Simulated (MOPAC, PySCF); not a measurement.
C10H7N3, SMILES `C1C=C2C=CN=C3C=CN=C(N32)C=1`, neutral singlet in the gas phase. 

Cartesian coordinates (Å):
```xyz
20

C     -1.9688    -1.7958    -0.0527
C     -0.6743    -2.2627    -0.1119
C      0.4297    -1.3696    -0.0888
N      1.6718    -1.8411    -0.1469
C      2.6893    -0.9700    -0.1229
C      2.5294     0.3942    -0.0411
C      1.2223     0.9462     0.0231
N      1.0295     2.2521     0.1023
C     -0.2357     2.7137     0.1603
C     -1.3404     1.9041     0.1421
C     -1.1691     0.4888     0.0572
C     -2.2243    -0.4211     0.0320
N      0.1516     0.0161    -0.0029
H     -2.8030    -2.5012    -0.0719
H     -0.4253    -3.3202    -0.1784
H      3.6951    -1.4027    -0.1727
H      3.3628     1.0937    -0.0221
H     -0.3476     3.8016     0.2252
H     -2.3532     2.3024     0.1903
H     -3.2394    -0.0287     0.0798
```
Charge 0, spin multiplicity 1.

All levels are single points at this geometry (B3LYP-D3(BJ)/def2-SVP); Pople sets use spherical d functions. Orbital energies aren't observables, and empty levels follow the basis.

```
level                            HOMO (eV)  LUMO (eV)  gap (eV)  dipole (D)  vertical IE, Delta-SCF (eV)
-------------------------------  ---------  ---------  --------  ----------  ---------------------------
B3LYP-D3(BJ)/def2-TZVP in PySCF      -5.10      -2.27      2.83        2.37                         6.78
ωB97X-D3(BJ)/def2-TZVP in PySCF      -7.08      -0.14      6.94        2.39                         6.80
B3LYP/3-21G in PySCF                 -4.80      -1.96      2.84        2.36                            –
B3LYP/6-31G* in PySCF                -4.78      -1.92      2.86        2.34                         6.53
BP86/6-31G* in PySCF                 -4.32      -2.67      1.66        2.28                            –
M06-2X/6-31G* in PySCF               -5.86      -1.05      4.80        2.38                            –
SVWN5/6-31G* in PySCF                -4.41      -2.79      1.62        2.33                         6.82
HF/3-21G in PySCF                    -6.55       1.55      8.10        2.56                            –
HF/6-31G* in PySCF                   -6.56       1.67      8.22        2.51                            –
HF/STO-3G in PySCF                   -4.18       4.17      8.35        2.23                            –
PM3 in MOPAC                         -7.76      -1.32      6.44        2.21                            –
PM6 in MOPAC                         -8.28      -1.21      7.07        2.24                            –
PM7 in MOPAC                         -8.24      -1.27      6.96        2.39                            –
```
